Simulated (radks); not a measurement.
Results of a calculation; reference values are marked as such.
All-electron atom: Cu IV in [Ar] 3d8.

Level of theory: Dirac Kohn-Sham, PBE, spin-unpolarised, spherical densities, finite nucleus; open shells fill j = l - 1/2 first; Fermi nuclear charge, rms radius 3.8823 fm (a radial shooting solver on a logarithmic mesh with Libxc functionals).

Energy parts (eV):
total: -44963.731
kinetic: 45746.886
electron-nucleus: -107198.782
Hartree: 18291.202
exchange-correlation: -1803.037

Orbitals (lengths in bohr, moments of r in powers of bohr; <r^-3> diverges for s and p1/2):
\begin{tabular}{lrrrrr}
orbital & occ. & eigenvalue (eV) & <r> & <1/r> & <r^-3> \\ \hline
1s1/2 & 2 & -8895.402 & 0.05213 & 29.16 & - \\
2s1/2 & 2 & -1109.305 & 0.2350 & 6.359 & - \\
2p1/2 & 2 & -977.5221 & 0.2042 & 6.313 & - \\
2p3/2 & 4 & -957.0333 & 0.2075 & 6.172 & 684.8 \\
3s1/2 & 2 & -160.6232 & 0.7052 & 2.020 & - \\
3p1/2 & 2 & -119.5379 & 0.7298 & 1.893 & - \\
3p3/2 & 4 & -116.8841 & 0.7397 & 1.860 & 89.37 \\
3d3/2 & 4 & -49.0814 & 0.8539 & 1.533 & 9.216 \\
3d5/2 & 4 & -48.7526 & 0.8584 & 1.525 & 9.007 \\
\end{tabular}

The highest occupied level is 3d5/2 at -48.753 eV. The density falls to 0.001 e/bohr^3 at r = 2.65 bohr. Summed over all electrons, <r^2> = 12.90 bohr^2, which gives a Langevin (diamagnetic) susceptibility term of -10.2 x 10^-6 cm^3/mol. The electron density at the nucleus is 2.22e+04 e/bohr^3. For comparison, the ionisation energy in NIST's Atomic Spectra Database is 57.38 eV (semi-empirical). In exact Kohn-Sham theory the highest level is minus the ionisation energy, but local and semilocal functionals leave it too shallow, through self-interaction and a potential that decays too fast; potentials with the right tail come closer.

Beside tabulated values, note that spin-unpolarised runs miss the spin-polarisation part of the exchange energy of open shells.
